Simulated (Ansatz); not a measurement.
Basis-set extrapolation for CH3F3OSi (`CO[Si](F)(F)F`) (PBE0-D4/def2-TZVP geometry, frozen core, Ansatz). Multiplicity 1, RHF reference.

```csv
,def2-TZVPP,def2-QZVPP
HF,-702.196785,-702.227308
MP2 correlation,-1.260844,-1.374206
CCSD(T) correlation,-1.316244,not run
```

Energies in hartree. Use E(X) = E(∞) + A·exp(−7.88·√X) for Hartree–Fock and E(X) = E(∞) + B·X^(−2.97) for correlation, with X = 3 and 4, and add CCSD(T) minus MP2 of the smaller set to the MP2 limit.

Problem. What is the CCSD(T) energy at the basis-set limit?

Solution. HF limit: -702.227308 + (-0.030523) × 0.13774 = -702.23151. MP2 limit: -1.374206 + (-0.113362) × 0.74074 = -1.45818. Higher-order term: -1.316244 − (-1.260844) = -0.05540. Total: -703.74509 hartree, 6.31 eV below CCSD(T)/def2-TZVPP.
